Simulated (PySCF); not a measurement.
# What a mistake does to a calculation on B2CH6

Calculated results; nothing here was measured. They come from PySCF 2.14.0, an open-source quantum chemistry program, on an isolated molecule that a program drew, which may never have been made. The molecule is B2CH6 (charge 0, singlet), drawn as the SMILES string `BBC`.

Each row is a Hartree-Fock (HF) and frozen-core CCSD(T) single point in the cc-pVDZ basis, meant for a local HF minimum. Run 1 is clean. Each other run has one planted mistake out of seven kinds, and not every kind appears here: one electron removed, one electron added, multiplicity raised by two, geometry at a saddle point, minimal basis STO-3G, one bond length entered in bohr, all coordinates scaled. The reference is restricted for singlets and unrestricted otherwise, and also for a bond in bohr. Adding or removing an electron swaps singlet and doublet. Electrons count all cores. HOMO and LUMO are orbital energies over both spins, the gradient is its largest component, and the lowest frequency (negative if imaginary) is given only where the gradient is small. Bond lengths are over the 8 bonds as drawn. T1 is the CCSD diagnostic: over 0.02 (restricted) or 0.045 (unrestricted) a single reference is doubtful.

Geometry of the clean run:
```xyz
9
B2CH6, angstrom
B     0.6178   -0.3504   -0.8955
B     2.1115    0.1848   -0.3209
C     2.3585    0.9333    1.0530
H     0.1991   -1.4528   -0.6486
H    -0.0842    0.3450   -1.5846
H     3.0875   -0.0174   -1.0073
H     2.8592    1.8901    0.8622
H     1.4684    1.1239    1.6557
H     3.0635    0.3474    1.6560
```

```
run  electrons  basis functions  <S^2>  HOMO (eV)  LUMO (eV)  gradient (hartree/bohr)  lowest frequency (cm^-1)  mean bond (Å)  longest bond (Å)      T1  HF (hartree)  CCSD(T) (hartree)                          mistake
  1         22               72  0.000     -11.12       2.22                  1.5e-05                        30         1.2721             1.687  0.0103     -90.68989          -91.05843                         no fault
  2         23               72  0.760       0.45       8.24                  1.9e-02                         -         1.2721             1.687  0.0119     -90.63881          -91.02862               one electron added
  3         22               21  0.000      -9.87       6.87                  2.4e-02                         -         1.2721             1.687  0.0065     -89.60071          -89.76297             minimal basis STO-3G
  4         22               72  0.722     -10.65       1.50                  2.0e-02                         -         1.3941             2.072  0.0621     -90.56686          -90.93110  one bond length entered in bohr
  5         22               72  2.013      -6.96      -0.93                  8.2e-02                         -         1.2721             1.687  0.0185     -90.54407          -90.90749                                ?
  6         21               72  0.760     -19.31      -8.42                  9.2e-02                         -         1.2721             1.687  0.0196     -90.33077          -90.67756                                ?
```

**Which mistake was planted in run 5, and what did it cost?**

Electrons, basis and geometry are unchanged, and <S^2> is 2.013, beside S(S+1) = 2.00 for a multiplicity of 3. So the mistake is: multiplicity raised by two. Subtracting run 1 and multiplying by 627.51 kcal/mol a hartree, the energy moved by 91.5 kcal/mol in HF and 94.7 kcal/mol in CCSD(T).

**Which mistake was planted in run 6, and what did it cost?**

It counts 21 electrons, one fewer than the clean run, at the same geometry and basis. So the mistake is: one electron removed. Subtracting run 1 and multiplying by 627.51 kcal/mol a hartree, the energy moved by 225.4 kcal/mol in HF and 239.0 kcal/mol in CCSD(T).

Cautions from the logs. Run 2: the HOMO is above zero, so the electron isn't bound and the energy depends on the basis; run 4: T1 is over the limit, so its CCSD(T) energy is less reliable.
